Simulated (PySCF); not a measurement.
Atoms are numbered as in `[CH:1]1=[CH:2][CH2:3][C@@H:4]([CH:5]2[CH2:6][CH2:7]2)[CH+:8]1`. Each H is labelled by its parent atom. Ha(C6), Ha(C7) are cis to C4 on the ring; Ha(C3) is cis to C5 on the ring; Hb(C6), Hb(C7) are trans to C4 on the ring; Hb(C3) is trans to C5 on the ring.

Geometry: GFN2-xTB; GIAO absolute shieldings from PySCF, gas phase, non-relativistic, averaged over equivalent atoms.

At PBE0/MINI (51 basis functions, 7.1 s wall time on 1 thread of an Arm Neoverse V1, shared host):
```
 atoms  σ (ppm)
    C8     23.4
    C2     27.7
    C1     94.0
    C4    157.8
    C3    159.8
    C5    206.5
    C6    212.4
    C7    215.6
 H(C2)    18.52
 H(C8)    18.59
 H(C1)    20.83
Hb(C3)    25.72
Ha(C3)    25.83
 H(C4)    26.93
Hb(C6)    28.59
Hb(C7)    28.61
Ha(C6)    28.90
Ha(C7)    29.09
 H(C5)    29.85
```

Predict the values at B97-2/ANO-RCC-VDZP on the same geometry.

## Answers


```json
{"atoms": "C8", "σ at B97-2/ANO-RCC-VDZP": "-52.1", "change": "-75.5"}
{"atoms": "C2", "σ at B97-2/ANO-RCC-VDZP": "-47.1", "change": "-74.8"}
{"atoms": "C1", "σ at B97-2/ANO-RCC-VDZP": "46.0", "change": "-48.0"}
{"atoms": "C4", "σ at B97-2/ANO-RCC-VDZP": "116.3", "change": "-41.5"}
{"atoms": "C3", "σ at B97-2/ANO-RCC-VDZP": "130.9", "change": "-28.9"}
{"atoms": "C5", "σ at B97-2/ANO-RCC-VDZP": "166.2", "change": "-40.3"}
{"atoms": "C6", "σ at B97-2/ANO-RCC-VDZP": "179.5", "change": "-32.9"}
{"atoms": "C7", "σ at B97-2/ANO-RCC-VDZP": "184.3", "change": "-31.3"}
{"atoms": "H(C2)", "σ at B97-2/ANO-RCC-VDZP": "20.65", "change": "+2.13"}
{"atoms": "H(C8)", "σ at B97-2/ANO-RCC-VDZP": "20.51", "change": "+1.92"}
{"atoms": "H(C1)", "σ at B97-2/ANO-RCC-VDZP": "23.29", "change": "+2.46"}
{"atoms": "Hb(C3)", "σ at B97-2/ANO-RCC-VDZP": "27.58", "change": "+1.86"}
{"atoms": "Ha(C3)", "σ at B97-2/ANO-RCC-VDZP": "27.82", "change": "+1.99"}
{"atoms": "H(C4)", "σ at B97-2/ANO-RCC-VDZP": "28.61", "change": "+1.68"}
{"atoms": "Hb(C6)", "σ at B97-2/ANO-RCC-VDZP": "30.53", "change": "+1.94"}
{"atoms": "Hb(C7)", "σ at B97-2/ANO-RCC-VDZP": "30.53", "change": "+1.92"}
{"atoms": "Ha(C6)", "σ at B97-2/ANO-RCC-VDZP": "30.60", "change": "+1.70"}
{"atoms": "Ha(C7)", "σ at B97-2/ANO-RCC-VDZP": "30.86", "change": "+1.77"}
{"atoms": "H(C5)", "σ at B97-2/ANO-RCC-VDZP": "31.24", "change": "+1.39"}
```

The largest change is at C8 (carbocation centre). Cost: 167 basis functions, 82 s wall time on 1 thread of an Arm Neoverse V1, shared host. The order of the carbon signals is the same at both levels.
